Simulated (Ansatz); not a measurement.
Ansatz (a quantum-chemistry and plane-wave program) was given this input:
Ansatz 0.2 input:
```yaml
crystal:
  periodic: [false, false, false]
  atoms:
    - {symbol: O, position_ang: [-0.00000000, -0.00000000, -1.56412833]}
    - {symbol: Te, position_ang: [0.00000000, 0.00000000, 0.24063513]}
basis:
  gaussian:
    orbitals: def2-SVP
hamiltonian:
  xc: {name: wB97X}
magnetization: {spin_polarized: true, initial_magnetization: 2}
accuracy: high
```

Task: Give the total energy at the level WB97X/def2-SVP (Ansatz).

Result: -343.129281 Ha

Task: What is the computed <S^2> (WB97X/def2-SVP)?

Result: 2.012

Task: What number of basis functions does WB97X/def2-SVP give?

Result: 40
